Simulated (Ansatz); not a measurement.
Consider the formal exchange of groups at the Sn–N bond: `[NH2][Sn]([F])([Cl])[Cl]` + `FCOC(F)F` → `[F][Sn]([F])([Cl])[Cl]` + `NC(F)OCF`.

Gas-phase electronic energies from Ansatz, PBE0-D4/def2-TZVP geometries. CCSD(T)/CBS adds triple-zeta CCSD(T) − MP2 to the extrapolated MP2 energy (def2 sets, frozen cores). Functionals use def2-TZVPP. Elements past krypton have def2 core potentials. For Sn outer-core shells are correlated without core-valence functions, which leaves a few kJ/mol of doubt a bond. Each species was taken in one conformer, which may not be the lowest.

`[NH2][Sn]([F])([Cl])[Cl]`:

Cartesian coordinates in Å:
```
N -1.315 -0.172 -0.358
Sn 0.631 -0.077 0.042
F 1.532 -1.456 -0.899
Cl 1.585 1.870 -0.709
Cl 1.098 -0.477 2.253
H -1.660 0.673 -0.797
H -1.871 -0.360 0.467
```

`FCOC(F)F`:

Cartesian coordinates in Å:
```
F -0.396 -0.973 1.613
C 0.583 -0.790 0.670
O 0.017 -0.544 -0.570
C -0.549 0.693 -0.718
F -1.175 0.691 -1.893
F 0.411 1.647 -0.759
H 1.150 -1.715 0.573
H 1.211 0.042 1.002
H -1.251 0.948 0.082
```

`[F][Sn]([F])([Cl])[Cl]`:

```xyz
5

F     1.114   -1.551    0.028
Sn    0.038   -0.002   -0.001
F     1.243    1.448   -0.076
Cl   -1.239   -0.012   -1.878
Cl   -1.156    0.117    1.927
```

`NC(F)OCF`:

```xyz
11

N     0.958   -0.484    1.570
C     0.540    0.145    0.398
F     1.479    0.040   -0.645
O    -0.621   -0.478   -0.024
C    -1.240    0.103   -1.110
F    -1.842    1.285   -0.745
H     1.818   -0.090    1.920
H     1.052   -1.483    1.438
H     0.406    1.221    0.546
H    -0.532    0.332   -1.911
H    -2.017   -0.590   -1.435
```

```tsv
level	ΔE (kcal/mol)
r2SCAN-D4	-10.7
HF/def2-QZVPP	-10.0
```

(1) What does CCSD(T)/CBS give? (An estimate is asked.)

Largest T1 diagnostic among the species: 0.013.

Results:

(1) The calculation gave: -10.7 kcal/mol. The listed levels differ from it by 0.0, 0.7 kcal/mol.

Leaving LDA and LC-ωPBE aside and taking each functional with its dispersion term where it has one, the values, not all of them listed here, spread over 2.4 kcal/mol, from B97M-V to PBE-QIDH. LDA lies +1.2 kcal/mol from PBE without D4. From r2SCAN to r2SCAN0 (25 % exact exchange), in def2-TZVPP and without D4, ΔE moves by +0.9 kcal/mol.
